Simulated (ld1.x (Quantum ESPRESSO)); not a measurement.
## Reading a pseudo-wave (Be)

Columns: radius, all-electron u(r) and pseudo u(r) of the 1s shell (level -130.79 eV) of beryllium in the configuration 1s2 2s0 2p0; LDA (PZ), scalar-relativistic, TM scheme, ld1.x (Quantum ESPRESSO) 7.5.

| r (bohr) | all-electron | pseudo |
| --- | --- | --- |
| 0.165 | 1.2592 | 1.2543 |
| 0.330 | 1.3549 | 1.3802 |
| 0.495 | 1.1189 | 1.1189 |
| 0.660 | 0.8343 | 0.8343 |
| 0.825 | 0.5895 | 0.5895 |
| 0.990 | 0.4028 | 0.4028 |
| 1.155 | 0.2692 | 0.2692 |
| 1.320 | 0.1769 | 0.1769 |
| 1.485 | 0.1149 | 0.1149 |
| 1.650 | 0.0739 | 0.0739 |
| 1.815 | 0.0472 | 0.0472 |
| 1.980 | 0.0300 | 0.0300 |
| 2.145 | 0.0189 | 0.0189 |
| 2.310 | 0.0119 | 0.0119 |
| 2.475 | 0.0075 | 0.0075 |
| 2.640 | 0.0047 | 0.0047 |
| 2.805 | 0.0029 | 0.0029 |
| 2.970 | 0.0018 | 0.0018 |
| 3.135 | 0.0011 | 0.0011 |
| 3.300 | 0.0007 | 0.0007 |
| 3.465 | 0.0004 | 0.0004 |
| 3.630 | 0.0003 | 0.0003 |
| 3.795 | 0.0002 | 0.0002 |
| 3.960 | 0.0001 | 0.0001 |
| 4.125 | 0.0001 | 0.0001 |
| 4.290 | 0.0000 | 0.0000 |

(1) How many radial nodes do the two functions have?

(2) At about which radius was the pseudo-wave matched?

(3) Is the pseudo-wave norm-conserving?

Answers

(1) The all-electron 1s function has n − l − 1 = 0; the pseudo-wave has 0.

(2) 0.50 bohr, where the columns begin to agree (steps of 0.17 bohr).

(3) Yes: the TM scheme keeps the norm inside the radius equal to the all-electron one, which fixes the energy derivative of the logarithmic derivative at the level.
